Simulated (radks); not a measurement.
Spherical jellium clusters: N electrons in a uniform positive sphere of charge N and radius rs N^(1/3), rs = 5.65 bohr. Method: non-relativistic Kohn-Sham, LDA (Slater exchange, Perdew-Wang correlation), spin-polarised, spherical densities; computed with a radial shooting solver with Libxc functionals. Levels are named by radial order and angular momentum (1s, 1p, 1d, 2s, ...), and open shells are averaged over m.

N = 2, configuration 1s2. This is the lowest configuration that the search found. Occupied and some empty levels:

level  occupation  eigenvalue (eV)  <r> (bohr)
1s              2          -2.4278       5.380
1p              0          -1.2296       7.257
2s              0         -0.25396       12.18
1d              0         -0.11926       10.70

Energy (eV): total -3.23720, kinetic 1.8181, external -18.135, Hartree 9.1122, exchange-correlation -5.2068, background 9.1742. Static polarisability (adiabatic kernel): 503.7 bohr^3, against R^3 = 360.7 for a classical metal sphere.

Electron density:

r (bohr)  n(r) (e/bohr^3)
0.526            0.002865
1.41             0.002730
2.28             0.002472
3.16             0.002106
4.04             0.001664
4.92             0.001205
5.80            0.0007934
6.68            0.0004739
7.56            0.0002598
8.44            0.0001333
9.31           0.00006532
10.2           0.00003101
11.1           0.00001431
